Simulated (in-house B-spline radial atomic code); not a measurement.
Zn⁺. Computed with a B-spline radial atomic code. Model: non-relativistic spherical atom: semilocal Troullier-Martins pseudo-atom, one channel per l, against all electrons, high spin, G0W0 and RPA with empty states to l = 8, local potential for every l without a channel, a model core (radius 0 = none) keeps its share of the functional.

What the tables leave out is listed at the end.

The pseudopotential gives back the lowest level of each angular momentum of its own functional in the configuration it was made in; a second state of the same l is only approximately right. Exact exchange, RPA and GW see the smooth pseudo-orbitals and miss the exchange with the core, for which the functional's share stands in. The column with an uncorrelated core keeps all orbitals and exact exchange, and so separates missing core correlation from pseudisation. Only the three outermost levels and the lowest empty one were computed. RPA here is direct RPA, with no exchange kernel, and its energies carry an (l + 1/2)⁻⁴ tail. A hybrid on a potential with a model core restores only its own semilocal share of the core's exchange.

Command:
```bash
python run_psgw.py task.json out
```
Settings (lengths in bohr, energies in hartree):
```
Z                      30
electrons              29
configuration          [Ar] 3d10 4s1
generated_in           [Ar] 3d10 4s2
functional             lda,vwn
core_shells            5
radius_factor          1
core_correction        False
ion_configuration      [Ar] 3d10
```

Time taken, with all properties: 35 s on 1 thread of AMD EPYC 7R43 64-Core Processor (Zen 3) (shared host).

Given: made with LDA VWN5; model core radius 0 bohr; local radius 1.894 bohr; mean-field start LDA VWN5.

Valence shells of the generating configuration: 3d, 4s.

Channel: s 2.102, p 3.07, d 1.686 (radii in bohr).

Computed: largest level miss in the spin-unpolarised generating configuration 0 eV; valence RPA correlation energy pseudo -0.93193 hartree; pseudo-atom RPA polarisability 13.087 bohr³; ionisation by mean-field all-electron 18.665 eV; ionisation by mean-field pseudo minus all -0.006 eV; ionisation by RPA all-electron 18.231 eV; ionisation by RPA pseudo minus all 1.088 eV.

```
          level  occupied  mean-field all-electron (eV)  mean-field pseudo minus all (eV)  G0W0 all-electron (eV)  G0W0 uncorrelated core minus all (eV)  G0W0 pseudo minus all (eV)  exchange self-energy all-electron (eV)  exchange self-energy pseudo (eV)
          4s up         1                       -14.493                            -0.003                 -18.437                                  -0.04                      -0.456                                 -13.508                           -12.343
4s down (empty)         0                       -13.397                             0.022                 -9.4814                                 -0.034                      -0.469                                 -3.2391                           -2.1012
```

Q: What is the all-electron RPA polarisability, core included?

A: 13.104 bohr³.

Q: What is the valence RPA correlation energy all-electron orbitals?

A: -0.72156 hartree.

Given: mean-field start PBE0.

Computed: valence RPA correlation energy all-electron orbitals -0.67761 hartree; valence RPA correlation energy pseudo -0.89955 hartree; all-electron RPA polarisability, core included 12.026 bohr³; pseudo-atom RPA polarisability 11.846 bohr³; ionisation by mean-field all-electron 17.99 eV; ionisation by mean-field pseudo minus all 0.213 eV.

| level | occupied | mean-field all-electron (eV) | mean-field pseudo minus all (eV) | G0W0 all-electron (eV) | G0W0 uncorrelated core minus all (eV) | G0W0 pseudo minus all (eV) | exchange self-energy all-electron (eV) | exchange self-energy pseudo (eV) |
| --- | --- | --- | --- | --- | --- | --- | --- | --- |
| 4s up | 1 | -14.972 | -0.215 | -18.229 | -0.034 | -0.611 | -13.086 | -12.205 |
| 3d down | 1 | -22.777 | 0.803 | -27.905 | -0.173 | 4.026 | -52.383 | -32.622 |
| 4s down (empty) | 0 | -11.606 | -0.153 | -9.2215 | -0.026 | -0.539 | -2.8604 | -1.95 |

Q: What is the ionisation by RPA pseudo minus all?

A: 1.061 eV.

Q: What is the ionisation by RPA all-electron?

A: 18.107 eV.

Given: mean-field start Hartree-Fock.

Computed: valence RPA correlation energy all-electron orbitals -0.586 hartree; all-electron RPA polarisability, core included 9.6963 bohr³; pseudo-atom RPA polarisability 9.1611 bohr³; ionisation by mean-field all-electron 16.569 eV; ionisation by mean-field pseudo minus all 0.857 eV; ionisation by RPA all-electron 17.756 eV.

| level | occupied | mean-field all-electron (eV) | mean-field pseudo minus all (eV) | G0W0 all-electron (eV) | G0W0 uncorrelated core minus all (eV) | G0W0 pseudo minus all (eV) | exchange self-energy all-electron (eV) | exchange self-energy pseudo (eV) |
| --- | --- | --- | --- | --- | --- | --- | --- | --- |
| 4s up | 1 | -16.672 | -0.909 | -17.768 | -0.019 | -1.219 | -12.126 | -12.101 |
| 3d down | ? | ? | ? | ? | ? | ? | ? | ? |
| 3d up | 1 | -30.616 | 4.297 | -28.647 | -0.229 | 2.34 | -52.635 | -32.177 |
| 4s down (empty) | 0 | -7.368 | -0.5 | -8.7114 | -0.009 | -0.827 | -1.7496 | -1.4995 |

Q: What belongs in the row 3d down?

A: occupied: 1; mean-field all-electron (eV): -30.597; mean-field pseudo minus all (eV): 4.48; G0W0 all-electron (eV): -28.563; G0W0 uncorrelated core minus all (eV): -0.233; G0W0 pseudo minus all (eV): 2.469; exchange self-energy all-electron (eV): -52.986; exchange self-energy pseudo (eV): -32.184.

Q: What is the ionisation by RPA pseudo minus all?

A: 1.118 eV.

Q: What is the valence RPA correlation energy pseudo?

A: -0.82431 hartree.

Among the listed levels the largest G0W0 shift of the pseudo-atom is +4.03 eV, for 3d down on the PBE0 start, while leaving the core uncorrelated moves that level by -0.17 eV. So pseudisation and the lost core exchange, not the missing core correlation, make the error. Not in the tables (levels of low weight, unsolved or above zero; the highest and the empty levels are kept at any weight): on LDA the G0W0 levels 3d down (pseudo minus all +4.11 eV, weights 0.81 and -7.21), 3d up (pseudo minus all +3.84 eV, weights 0.79 and 0.56); on PBE0 the G0W0 levels 3d up (pseudo minus all +3.97 eV, weights 0.84 and 0.58).
